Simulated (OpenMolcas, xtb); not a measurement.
**GaH2OF (SMILES [OH][GaH][F]): the vertical ionisation energy, rung by rung**

GaH2OF: 5 atoms, total charge 0, spin state singlet. SMILES: `[OH][GaH][F]`. The shape is that of a PBE0-D4/def2-TZVP optimisation. This is one conformer, not always the lowest.

| atom | x (Å) | y (Å) | z (Å) |
| --- | --- | --- | --- |
| O | -1.1304 | -0.5887 | -0.2838 |
| Ga | 0.3837 | 0.2805 | 0.0156 |
| F | 0.4383 | 1.7778 | -0.8812 |
| H | -1.2106 | -1.4207 | 0.1872 |
| H | 1.5690 | -0.1226 | 0.9209 |

Quantity: the vertical ionisation energy (to the doublet cation), in eV. The values are calculated.

| level | kind | program | value (eV) |
| --- | --- | --- | --- |
| GFN1-xTB | semi-empirical | xtb | 16.45 |
| SVWN5/cc-pVDZ | LDA | OpenMolcas | 11.83 |
| BLYP/cc-pVDZ | GGA | OpenMolcas | 11.09 |
| revPBE/cc-pVDZ | GGA | OpenMolcas | 11.46 |
| M06-L/cc-pVDZ | meta-GGA | OpenMolcas | 11.39 |
| TPSS/cc-pVDZ | meta-GGA | OpenMolcas | 11.52 |
| M06-2X/cc-pVDZ | hybrid meta-GGA | OpenMolcas | 12.12 |

All-electron rows without a relativistic Hamiltonian named are non-relativistic. The values span 11.09 to 16.45 eV. The xTB values lack the empirical shift that such differences need.
